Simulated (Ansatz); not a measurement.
Consider the cleavage of the Si–Ge bond: `[NH2][GeH2][SiH2]O` + `S[SiH](Cl)Cl` → `O[SiH2]S[SiH](Cl)Cl` + `[NH2][GeH3]`.

Program: Ansatz. Geometries: PBE0-D4/def2-TZVP. ΔE: electronic, gas phase. CBS: MP2 limit from def2 TZ/QZ plus the TZ coupled-cluster correction, frozen cores. DFT in def2-TZVPP. B3LYP here is the variant with VWN-RPA as its local correlation; programs differ in this. For Ge outer-core shells are correlated without core-valence functions, which leaves a few kJ/mol of doubt a bond. Scalar relativity is left out up to krypton. One conformer a species, not always the lowest.

`[NH2][GeH2][SiH2]O`:

```xyz
11

N    -1.603    0.194   -0.121
Ge   -0.062   -0.273   -1.095
Si    1.490    0.001    0.708
O     0.431    0.255    1.941
H    -1.939    1.125   -0.330
H    -2.373   -0.447   -0.260
H    -0.277   -1.720   -1.579
H     0.087    0.640   -2.330
H     2.402    1.162    0.518
H     2.329   -1.203    0.948
H    -0.484    0.265    1.599
```

`S[SiH](Cl)Cl`:

Cartesian coordinates in Å:
```
S 0.033 1.628 -0.567
Si 0.213 -0.377 0.076
Cl 2.161 -0.611 0.621
Cl -1.009 -0.783 1.660
H -1.284 1.502 -0.815
H -0.114 -1.357 -0.975
```

`O[SiH2]S[SiH](Cl)Cl`:

Cartesian coordinates in Å:
```
O -1.711 1.500 -0.494
Si -0.634 0.554 -1.277
S 1.358 0.701 -0.467
Si 1.137 -0.815 0.974
Cl -0.507 -0.473 2.167
Cl 2.802 -0.824 2.143
H -1.836 1.332 0.444
H -1.011 -0.882 -1.227
H -0.551 1.063 -2.659
H 0.952 -2.156 0.395
```

`[NH2][GeH3]`:

```xyz
7

N     0.001    0.440   -1.075
Ge    0.144   -0.350    0.584
H    -0.856    0.213   -1.561
H     0.091    1.447   -1.053
H     1.512    0.056    1.153
H    -0.957    0.064    1.589
H     0.066   -1.868    0.363
```

```
             level  ΔE (kcal/mol)  difference from CCSD(T)/CBS
            PBE-D4          -13.6                          2.7
         r2SCAN-D4          -15.8                          0.5
           PBE0-D4          -15.1                          1.2
          B3LYP-D4          -15.4                          0.9
           ωB97X-V          -16.0                          0.3
           ωB97M-V          -16.5                         -0.2
            B2PLYP          -15.5                          0.8
               PBE          -12.6                          3.7
              PBE0          -14.2                          2.1
             B3LYP          -13.8                          2.5
     HF/def2-TZVPP          -18.6                         -2.3
    MP2/def2-TZVPP          -17.9                         -1.6
SCS-MP2/def2-TZVPP          -17.6                         -1.3
CCSD(T)/def2-TZVPP          -15.9                          0.4
    MP2/def2-QZVPP          -18.3                         -2.0
     MP2/CBS(def2)          -18.4                         -2.1
       CCSD(T)/CBS          -16.3                            0
```

Largest T1 diagnostic among the species: 0.012.

From PBE to PBE0 (25 % exact exchange), in def2-TZVPP and without D4, ΔE moves by −1.6 kcal/mol. The D4 term adds −1.6 kcal/mol with B3LYP and −0.9 kcal/mol with PBE0; it sums over pairs of atoms, weighted by their polarisabilities, and B3LYP, whose exchange is more repulsive, gets the larger term.
